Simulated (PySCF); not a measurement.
All of these have the formula C7H11BO. Computed with TDDFT CAM-B3LYP/def2-SVPD, vertical, gas phase, core orbitals frozen in the response in PySCF 2.14.0, density-fitted response routines. Geometries: PBE0-D3(BJ)/def2-SVP; one conformer of each isolated species. Triplets are in the Tamm–Dancoff approximation.

A. `C=C(C#CC)CBOC`
B. `C#C[C@@H]1BCC[C@@H]1OC`
C. `C#C[C@@H]1BCC[C@H]1OC`

Lowest singlet levels (six at most, fewer where fewer were computed) with oscillator strengths:

1. 5.29 eV (f 0.001); 6.05 eV (f 0.008); 6.27 eV (f 0.001); 6.32 eV (f 0.000); 6.47 eV (f 0.005); 6.73 eV (f 0.003); T1 4.93 eV
2. 5.36 eV (f 0.036); 5.73 eV (f 0.030); 6.15 eV (f 0.001); 6.31 eV (f 0.004); 6.72 eV (f 0.004); 6.96 eV (f 0.015); T1 4.47 eV
3. 5.41 eV (f 0.005); 5.52 eV (f 0.278); 5.85 eV (f 0.017); 6.28 eV (f 0.005); 6.41 eV (f 0.002); 6.87 eV (f 0.001); T1 3.40 eV

Question: Match each spectrum to its molecule.

Answer: 1 = C, 2 = B, 3 = A.
- A: S1 at 5.41 eV, HOMO-1→LUMO (85%); Löwdin shares by element: HOMO carbon 81% or more (atoms not listed hold the other 19%); LUMO carbon 67% or more (atoms not listed hold the other 33%); HOMO -7.66 and LUMO 0.60 eV.
- B: S1 at 5.36 eV, HOMO→LUMO (69%), HOMO-2→LUMO (13%); Löwdin shares by element: HOMO carbon 43% or more, oxygen 28% (atoms not listed hold the other 29%); LUMO boron 39%, carbon 33% or more (atoms not listed hold the other 28%); HOMO -8.67 and LUMO 0.12 eV.
- C: S1 at 5.29 eV, HOMO→LUMO (88%); Löwdin shares by element: HOMO carbon 71% or more, boron 8% (atoms not listed hold the other 21%); LUMO boron 48%, carbon 24% or more, hydrogen 10% or more (atoms not listed hold the other 18%); HOMO -8.58 and LUMO 0.08 eV.
A and B have S1 within 0.05 eV of each other; their strongest listed levels stand at 5.52 eV (f 0.278) and 5.36 eV (f 0.036).
A and C have S1 within 0.12 eV of each other; their strongest listed levels stand at 5.52 eV (f 0.278) and 6.05 eV (f 0.008).
B and C have S1 within 0.08 eV of each other; their strongest listed levels stand at 5.36 eV (f 0.036) and 6.05 eV (f 0.008).
